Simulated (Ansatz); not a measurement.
Consider the formal hydrolysis of a C–B bond: `BC[SiH](C)F` + H₂O → `C[SiH](F)CO` + BH₃.

Isolated molecules relaxed with PBE0-D4/def2-TZVP in Ansatz; ΔE leaves out vibrations. CCSD(T)/CBS is the MP2 limit (def2-TZVPP, def2-QZVPP) plus CCSD(T) − MP2 in def2-TZVPP, frozen cores. This one scheme is used for every species. DFT in def2-TZVPP. One conformer a species, not always the lowest.

| level | ΔE (eV) |
| --- | --- |
| PBE | 1.48 |
| HF/CBS(def2) | 1.28 |

**Question.** What does CCSD(T)/CBS give? (An estimate is asked.)

**Answer.** Ansatz gave: +1.53 eV. The listed levels differ from it by -0.05, -0.25 eV.

Largest T1 diagnostic among the species: 0.011.

The D4 term adds +0.04 eV with B3LYP and +0.02 eV with PBE0; it sums over pairs of atoms, weighted by their polarisabilities, and B3LYP, whose exchange is more repulsive, gets the larger term. In def2-TZVPP, CCSD(T) changes the Hartree–Fock value by +0.21 eV (the triples alone add +0.02 eV) and MP2 by +0.30 eV.

B3LYP here is the variant with VWN-RPA as its local correlation; programs differ in this.
